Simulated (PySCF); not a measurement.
## Continuum solvent and chemical shifts

Molfile (atoms numbered from 1):
```
C4H11ClSi
     RDKit          3D

 17 16  0  0  0  0  0  0  0  0999 V2000
    2.3593    0.1222   -0.3878 C   0  0  0  0  0  0  0  0  0  0  0  0
    0.9233   -0.8014    0.3961 Si  0  0  0  0  0  4  0  0  0  0  0  0
   -0.7524   -0.1983   -0.2918 C   0  0  1  0  0  0  0  0  0  0  0  0
   -1.9147   -0.7037    0.5588 C   0  0  0  0  0  0  0  0  0  0  0  0
   -0.7947    1.3032   -0.5095 C   0  0  0  0  0  0  0  0  0  0  0  0
   -0.4458    2.2206    0.9989 Cl  0  0  0  0  0  0  0  0  0  0  0  0
    3.3220   -0.2909   -0.0515 H   0  0  0  0  0  0  0  0  0  0  0  0
    2.3283    0.0584   -1.4867 H   0  0  0  0  0  0  0  0  0  0  0  0
    2.3242    1.1841   -0.0984 H   0  0  0  0  0  0  0  0  0  0  0  0
    0.9526   -0.6581    1.8835 H   0  0  0  0  0  0  0  0  0  0  0  0
    1.0162   -2.2657    0.0867 H   0  0  0  0  0  0  0  0  0  0  0  0
   -0.8270   -0.6451   -1.3022 H   0  0  0  0  0  0  0  0  0  0  0  0
   -2.8874   -0.4580    0.1007 H   0  0  0  0  0  0  0  0  0  0  0  0
   -1.8757   -1.7963    0.6900 H   0  0  0  0  0  0  0  0  0  0  0  0
   -1.8912   -0.2445    1.5591 H   0  0  0  0  0  0  0  0  0  0  0  0
   -1.7867    1.6407   -0.8466 H   0  0  0  0  0  0  0  0  0  0  0  0
   -0.0478    1.6316   -1.2453 H   0  0  0  0  0  0  0  0  0  0  0  0
  1  2  1  0
  2  3  1  0
  3  4  1  0
  3  5  1  0
  5  6  1  0
  1  7  1  0
  1  8  1  0
  1  9  1  0
  2 10  1  0
  2 11  1  0
  3 12  1  6
  4 13  1  0
  4 14  1  0
  4 15  1  0
  5 16  1  0
  5 17  1  0
M  END
```

GIAO PBE0/pcSseg-1 in PySCF 2.14.0 with density-fitted response routines on one PBE0-D3(BJ)/def2-SVP conformer, non-relativistic, equivalent nuclei averaged. Solvents enter as an IEF-PCM continuum (chloroform with ε = 4.7) around the gas-phase geometry. Shifts are referred to TMS computed in the same medium.

Gas phase, δ in ppm: C5 55.7, C3 22.9, C4 15.8, C1 -8.5, Si2 -32.5, H10 4.07, H11 3.90, H17 3.67, H16 3.54, H13/H14/H15 1.20, H12 1.03, H7/H8/H9 0.28. Dipole moment 2.08 D.

Problem. How does each δ change in the continuum?

Solution. 
| atoms | environment | Δδ, chloroform |
| --- | --- | --- |
| C5 | sp3 CH2 bonded to Cl | +1.8 |
| C3 | sp3 CH bonded to Si | +0.7 |
| C4 | methyl carbon | +0.3 |
| C1 | methyl carbon bonded to Si | +0.3 |
| Si2 | silicon bonded to 2 C, 2 H | +0.8 |
| H10 | hydrogen on a silicon bonded to 2 C | -0.16 |
| H11 | hydrogen on a silicon bonded to 2 C | -0.09 |
| H17 | hydrogen on an sp3 CH2 bonded to Cl | +0.21 |
| H16 | hydrogen on an sp3 CH2 bonded to Cl | +0.19 |
| H13/H14/H15 | hydrogen on a methyl carbon | -0.01 |
| H12 | hydrogen on an sp3 CH bonded to Si | +0.22 |
| H7/H8/H9 | hydrogen on a methyl carbon bonded to Si | +0.03 |

Changes are relative to the gas phase. The dipole moment becomes 2.66 D in chloroform.

Problem. Which of the listed nuclei move most (in ppm), and what does the model miss?

Solution. C5 (sp3 CH2 bonded to Cl, +1.8 ppm) in chloroform. A continuum only polarises the solute; specific hydrogen bonds, the anisotropy of aromatic solvents and changes of geometry or conformer are outside it.
